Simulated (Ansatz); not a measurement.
Basis-set series for C2H4AlI (`[I][Al]1[CH2][CH2]1`). Charge 0, multiplicity 1. I: def2 effective core potential. The geometry is a stationary point of PBE0-D4/def2-TZVP.

```tsv
functional	basis	functions	energy (Eh)	HOMO (eV)	LUMO (eV)
PBE0-D4	def2-TZVPP	210	-618.60013	-6.09	-1.25
PBE0-D4	def2-QZVPP	386	-618.61267	-6.10	-1.31
ωB97M-V	def2-TZVPP	210	-618.71663	-8.25	0.39
ωB97M-V	def2-QZVPP	386	-618.72886	-8.26	0.22
```

Problem. Give the rows for def2-SVP. (Estimate.)

Solution. Ansatz gave: 
```json
{"functional": "PBE0-D4", "basis": "def2-SVP", "functions": "92", "energy (Eh)": "-618.41800", "HOMO (eV)": "-6.09", "LUMO (eV)": "-1.24"}
{"functional": "ωB97M-V", "basis": "def2-SVP", "functions": "92", "energy (Eh)": "-618.52955", "HOMO (eV)": "-8.23", "LUMO (eV)": "0.45"}
```

Positive LUMOs are unbound and depend on the basis.
